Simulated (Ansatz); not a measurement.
`[SiH3][O][GaH][SH]` + `NC=O` → `O=CN[SiH3]` + `[OH][GaH][SH]`  (ligand exchange at the Si–O bond)

Gas-phase electronic energies from Ansatz, PBE0-D4/def2-TZVP geometries. CBS: MP2 limit from def2 TZ/QZ plus the TZ coupled-cluster correction, frozen cores. This one scheme is used for every species. DFT in def2-TZVPP. B3LYP here is the variant with VWN-RPA as its local correlation; programs differ in this. For Ga outer-core shells are correlated without core-valence functions, which leaves a few kJ/mol of doubt a bond. Scalar relativity is left out up to krypton. One conformer a species, not always the lowest.

Problem. Is it downhill or uphill in electronic energy at CCSD(T)/CBS, and by how much? (Estimate.)

Solution. Ansatz gave: Uphill: ΔE = +0.52 eV.

Problem. What do these levels give: B3LYP-D4, ωB97M-V, PBE-QIDH, revPBE, r2SCAN, LC-ωPBE? (Estimate.)

Solution. Ansatz gave: B3LYP-D4 0.59, ωB97M-V 0.54, PBE-QIDH 0.55, revPBE 0.48, r2SCAN 0.54, LC-ωPBE 0.53 eV.

Largest T1 diagnostic among the species: 0.016.

Leaving LDA and LC-ωPBE aside and taking each functional with its dispersion term where it has one, the values, not all of them listed here, spread over 0.18 eV, from revPBE-D4 to BHLYP-D4. From PBE to PBE0 (25 % exact exchange), in def2-TZVPP and without D4, ΔE moves by +0.04 eV. In def2-TZVPP, CCSD(T) changes the Hartree–Fock value by −0.15 eV (the triples alone add −0.02 eV) and MP2 by −0.14 eV.
